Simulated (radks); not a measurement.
All-electron atom: Tc32+ in [He] 2s1 2p6 3s2 (not the ground configuration). Calculated with a radial shooting solver on a logarithmic mesh with Libxc functionals: Dirac Kohn-Sham, PBE, spin-unpolarised, spherical densities, point nucleus.

Unscreened Slater integrals over Kohn-Sham orbitals (eV). Large and small components are both included.

\begin{tabular}{lr}
integral & value \\ \hline
F0(3s1/2,3s1/2) & 69.325 \\
F0(3s1/2,2p3/2) & 90.692 \\
G1(3s1/2,2p3/2) & 9.4289 \\
F0(3s1/2,2p1/2) & 91.207 \\
G1(3s1/2,2p1/2) & 9.5180 \\
F0(3s1/2,2s1/2) & 88.815 \\
G0(3s1/2,2s1/2) & 7.7421 \\
F0(2p3/2,2p3/2) & 193.57 \\
F2(2p3/2,2p3/2) & 92.407 \\
F0(2p3/2,2p1/2) & 196.96 \\
G2(2p3/2,2p1/2) & 91.922 \\
F0(2p3/2,2s1/2) & 178.42 \\
G1(2p3/2,2s1/2) & 100.87 \\
F0(2p1/2,2p1/2) & 200.58 \\
F0(2p1/2,2s1/2) & 180.95 \\
G1(2p1/2,2s1/2) & 99.758 \\
F0(2s1/2,2s1/2) & 168.80 \\
\end{tabular}
